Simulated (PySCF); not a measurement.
## Shifts of the heteroatoms

Geometry:
```json
{"atom": "C1", "x (Å)": "2.932", "y (Å)": "-0.172", "z (Å)": "-0.041"}
{"atom": "C2", "x (Å)": "1.657", "y (Å)": "-0.549", "z (Å)": "-0.126"}
{"atom": "N3", "x (Å)": "0.586", "y (Å)": "0.276", "z (Å)": "-0.383"}
{"atom": "N4", "x (Å)": "0.804", "y (Å)": "1.669", "z (Å)": "-0.309"}
{"atom": "C5", "x (Å)": "-0.781", "y (Å)": "-0.122", "z (Å)": "-0.030"}
{"atom": "C6", "x (Å)": "-0.987", "y (Å)": "-0.037", "z (Å)": "1.489"}
{"atom": "C7", "x (Å)": "-1.746", "y (Å)": "0.832", "z (Å)": "-0.739"}
{"atom": "C8", "x (Å)": "-1.059", "y (Å)": "-1.547", "z (Å)": "-0.519"}
{"atom": "H9", "x (Å)": "3.260", "y (Å)": "0.850", "z (Å)": "-0.134"}
{"atom": "H10", "x (Å)": "3.706", "y (Å)": "-0.901", "z (Å)": "0.108"}
{"atom": "H11", "x (Å)": "1.405", "y (Å)": "-1.594", "z (Å)": "-0.041"}
{"atom": "H12", "x (Å)": "1.346", "y (Å)": "1.902", "z (Å)": "0.526"}
{"atom": "H13", "x (Å)": "1.343", "y (Å)": "1.958", "z (Å)": "-1.122"}
{"atom": "H14", "x (Å)": "-0.852", "y (Å)": "0.988", "z (Å)": "1.826"}
{"atom": "H15", "x (Å)": "-0.268", "y (Å)": "-0.671", "z (Å)": "2.005"}
{"atom": "H16", "x (Å)": "-1.990", "y (Å)": "-0.361", "z (Å)": "1.754"}
{"atom": "H17", "x (Å)": "-1.631", "y (Å)": "0.746", "z (Å)": "-1.816"}
{"atom": "H18", "x (Å)": "-2.770", "y (Å)": "0.586", "z (Å)": "-0.473"}
{"atom": "H19", "x (Å)": "-1.542", "y (Å)": "1.858", "z (Å)": "-0.450"}
{"atom": "H20", "x (Å)": "-0.697", "y (Å)": "-1.672", "z (Å)": "-1.536"}
{"atom": "H21", "x (Å)": "-2.131", "y (Å)": "-1.726", "z (Å)": "-0.509"}
{"atom": "H22", "x (Å)": "-0.592", "y (Å)": "-2.293", "z (Å)": "0.119"}
```

[PySCF: structure optimised with GFN2-xTB; NMR shieldings at PBE0/pcSseg-1/GIAO; single conformer; in vacuum; non-relativistic Hamiltonian; rapidly exchanging positions averaged]

Predict the ¹⁵N NMR data.

## Answers


| atoms | environment | σ (ppm) | δ (ppm) |
| --- | --- | --- | --- |
| N3 | nitrogen bonded to O or N | 128.1 | -266.1 |
| N4 | nitrogen bonded to O or N | 184.6 | -318.1 |

Shieldings were converted by a linear fit to measured shifts: ¹⁵N (scatter 6.3 ppm rms vs CH3NO2, solution or neat liquid). Occasional misses reach two or three times the rms, and more in compound classes unlike the fitted ones.

On a 400 MHz spectrometer ¹⁵N resonates near 40.5 MHz, so 1 ppm is 40.5 Hz.
